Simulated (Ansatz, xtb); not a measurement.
## Two isomers of C6H4FNO

We compare I, `N#CC1=COC=C(F)C1`, a singlet, with II, `FCC#Cc1cnco1`, a singlet. Both are isolated molecules in the gas phase, relaxed with B3LYP/def2-SVP.

Question: Which of the two would you expect CCSD(T)/def2-SVP + ΔMP2/def2-TZVPP electronic energies to favour?

Answer: Structure I; the calculation gives E(II) − E(I) = +0.798 eV.

Level by level:

```json
{"level": "GFN2-xTB", "geometry": "GFN2-xTB", "E(II) − E(I) (eV)": "−0.005", "departure from the last row (eV)": "−0.802", "job, with rough time for the two": "optimisation, 0.11 s"}
{"level": "HF/STO-3G", "geometry": "GFN2-xTB", "E(II) − E(I) (eV)": "+1.228", "departure from the last row (eV)": "+0.431", "job, with rough time for the two": "single point, 0.42 s"}
{"level": "r2SCAN-D4/def2-SVP", "geometry": "GFN2-xTB", "E(II) − E(I) (eV)": "+0.785", "departure from the last row (eV)": "−0.013", "job, with rough time for the two": "single point, 4 s"}
{"level": "B3LYP/def2-SVP", "geometry": "B3LYP/def2-SVP", "E(II) − E(I) (eV)": "+0.704", "departure from the last row (eV)": "−0.093", "job, with rough time for the two": "optimisation, 81 s"}
{"level": "HF/def2-SVP", "geometry": "B3LYP/def2-SVP", "E(II) − E(I) (eV)": "+0.939", "departure from the last row (eV)": "+0.142", "job, with rough time for the two": "part of the CCSD(T) run"}
{"level": "MP2/def2-SVP", "geometry": "B3LYP/def2-SVP", "E(II) − E(I) (eV)": "+0.754", "departure from the last row (eV)": "−0.043", "job, with rough time for the two": "part of the CCSD(T) run"}
{"level": "CCSD(T)/def2-SVP", "geometry": "B3LYP/def2-SVP", "E(II) − E(I) (eV)": "+0.900", "departure from the last row (eV)": "+0.102", "job, with rough time for the two": "single point"}
{"level": "CCSD(T)/def2-SVP + ΔMP2/def2-TZVPP", "geometry": "B3LYP/def2-SVP", "E(II) − E(I) (eV)": "+0.798", "departure from the last row (eV)": "", "job, with rough time for the two": "single point, 1.9 min"}
```

As drawn, II has 1 C≡C, 1 C∷C, 2 C∷N, 2 C∷O in place of 1 C≡N, 1 C–C, 2 C=C, 2 C–O (∷ is an aromatic bond). Structure I has a 6-membered ring, II a 5-membered ring (with an aromatic ring).

GFN2-xTB finds them nearly level. The largest departure from CCSD(T)/def2-SVP + ΔMP2/def2-TZVPP is that of GFN2-xTB, 0.802 eV. The last row adds to CCSD(T) the change of the MP2 difference between the two basis sets, here −0.102 eV.

With thermal terms from frequencies at re-optimised GFN2-xTB minima (ideal gas, soft modes damped towards free rotors, one conformer each, 298.15 K, 1 atm): on the last row, ΔE + ΔZPE = +0.781, ΔH = +0.794, ΔG = +0.744 eV.

The correlated steps freeze 9 core orbitals. Codes used: Ansatz 0.2.0, xtb 6.7.1; the last row on 4 threads of Arm Neoverse V2 on a shared host.
